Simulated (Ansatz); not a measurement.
Be₅⁻. The state is a quartet with charge -1. Geometry PBE0/def2-TZVPD; atoms count from 1.

Cartesian coordinates in Å:
```
Be 0.658 -1.044 -0.006
Be -0.741 -0.474 1.381
Be 0.741 0.474 -1.381
Be 0.435 1.001 0.577
Be -1.093 0.044 -0.571
```

The highest occupied level of the charge -1 quartet lies above zero (up to 0.10 eV). It is a level of α spin, whose loss leaves a triplet; that state wasn't run at this geometry and level. The electron is either unbound and held by the finite basis, or the level is raised by self-interaction error. At PBE0/def2-TZVPD a doublet of charge -1 lies 0.49 eV below the quartet, each at its own geometry. The structure comes from a short search, and lower isomers may exist.

Estimate the Mulliken populations from the PBE0/def2-TZVPD orbitals of Ansatz.


| atom | charge (e) | spin (α − β) |
| --- | --- | --- |
| Be1 | -0.13 | 0.27 |
| Be2 | -0.30 | 1.09 |
| Be3 | -0.30 | 1.09 |
| Be4 | -0.13 | 0.27 |
| Be5 | -0.13 | 0.27 |
Mulliken values and Mayer orders depend strongly on the basis. With diffuse functions, as here, like atoms can get unlike values, and bond orders can come out too low or too high.

Where does the spin sit?

Summed by element: Be 3.00, of 3 unpaired in all. Largest on single atoms: Be2 1.09, Be3 1.09, Be4 0.27.

And the Mayer bond orders between bonded heavy atoms (over 0.3)?

Be1–Be2 0.80 (2.05 Å); Be1–Be3 0.80 (2.05 Å); Be1–Be4 0.71 (2.14 Å); Be1–Be5 0.71 (2.14 Å); Be2–Be4 0.80 (2.05 Å); Be2–Be5 0.80 (2.05 Å); Be3–Be4 0.80 (2.05 Å); Be3–Be5 0.80 (2.05 Å); Be4–Be5 0.71 (2.14 Å). Values over 0.3 also appear between atoms too far apart for a bond (Be2–Be3 0.48 at 3.27 Å); they arise where an orbital or an unpaired electron spreads over both atoms.
